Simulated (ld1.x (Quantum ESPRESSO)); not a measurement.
## Ir, PAW: configuration errors across variants

iridium (Ir), PAW, made with ld1.x (Quantum ESPRESSO) 7.5 (PBEsol, scalar-relativistic). Core [Xe] 4f14, reference 5d6 6s0 6p0 (charge +3). Waves: 6s (bound, empty): rcut 1.65, rcutus 1.90 bohr; 6s channel at 1.65 Ry: rcut 1.65, rcutus 1.90 bohr; 6p (bound, empty): rcut 2.30, rcutus 2.65 bohr; 6p channel at 0.35 Ry: rcut 2.30, rcutus 2.65 bohr; 5d (bound): rcut 1.25, rcutus 1.50 bohr; 5d channel at 0.85 Ry: rcut 1.25, rcutus 1.50 bohr. Local part: all-electron potential smoothed inside 1.30 bohr (lloc = -2). Core correction: Bessel-smoothed model core inside 1.00 bohr. Augmentation charge: PSQ, inside the norm-conserving radii.

All-electron excitation energies from the reference (eV): (1) 5d7 6s0 6p0 -30.573; (2) 5d5 6s0 6p0 43.608; (3) 5d7 6s0 6p2 -46.883.

The overlap operator is not positive definite (basis up to 400 Ry) in “local potential all-electron potential smoothed inside 1.08 bohr (lloc = -2)”, “local potential all-electron potential smoothed inside 1.56 bohr (lloc = -2)”, “local potential all-electron potential smoothed inside 1.88 bohr (lloc = -2)”, “local potential all-electron potential smoothed inside 2.26 bohr (lloc = -2)”, “local potential all-electron potential smoothed inside 3.10 bohr (lloc = -2)”. Such files are unfit for use, however small their errors in these radial tests.

Tests that are not counted but printed errors over 1 eV. “base”: 5d7 6s2 6p0 (solver errors, printed error -14.7 eV); 5d7 6s1 6p0 (solver errors, printed error -4.0 eV). “local potential all-electron potential smoothed inside 1.88 bohr (lloc = -2)”: 5d7 6s2 6p0 (solver errors, printed error -544 eV); 5d6 6s2 6p0 (solver errors, printed error -16.4 eV); 2 more. “local potential all-electron potential smoothed inside 2.26 bohr (lloc = -2)”: 5d6 6s2 6p0 (solver errors, printed error -385 eV); 5d7 6s2 6p0 (solver errors, printed error -14.7 eV); 2 more. “local potential all-electron potential smoothed inside 2.42 bohr (lloc = -2)”: 5d7 6s2 6p0 (solver errors, printed error -462 eV); 5d6 6s2 6p0 (solver errors, printed error -385 eV); 2 more. “local potential all-electron potential smoothed inside 3.10 bohr (lloc = -2)”: 5d7 6s2 6p0 (solver errors, printed error -544 eV); 5d7.5 6s1.5 6p0 (solver errors, printed error -529 eV); 1 more.

A true bound ghost makes a file unfit for plane-wave use even where its test errors are small: the radial tests pick states by their node count and pass the ghost by. Where a test does run into it, the solver fails or the error is huge.

Errors AE − PS in meV (a dash: test not solved or not reliable):

| change | (1) | (2) | (3) | bound ghosts |
| --- | --- | --- | --- | --- |
| base | -72 | -144 | -48 | s, p |
| local potential all-electron potential smoothed inside 1.08 bohr (lloc = -2) | – | – | – | p (s not tested, overlap not positive) |
| local potential all-electron potential smoothed inside 1.56 bohr (lloc = -2) | – | – | – | s (d not tested, overlap not positive) |
| local potential all-electron potential smoothed inside 1.88 bohr (lloc = -2) | -72 | -144 | -50 | not determined (overlap not positive) |
| local potential all-electron potential smoothed inside 2.26 bohr (lloc = -2) | -72 | -144 | -50 | not determined (overlap not positive) |
| local potential all-electron potential smoothed inside 2.42 bohr (lloc = -2) | -72 | -144 | -50 | s |
| local potential all-electron potential smoothed inside 2.72 bohr (lloc = -2) | – | – | – | s |
| local potential all-electron potential smoothed inside 3.10 bohr (lloc = -2) | -72 | -144 | -52 | not determined (overlap not positive) |

Q: Give the same row for: local potential all-electron potential smoothed inside 1.32 bohr (lloc = -2).

A: –, –, –; bound ghosts: s.
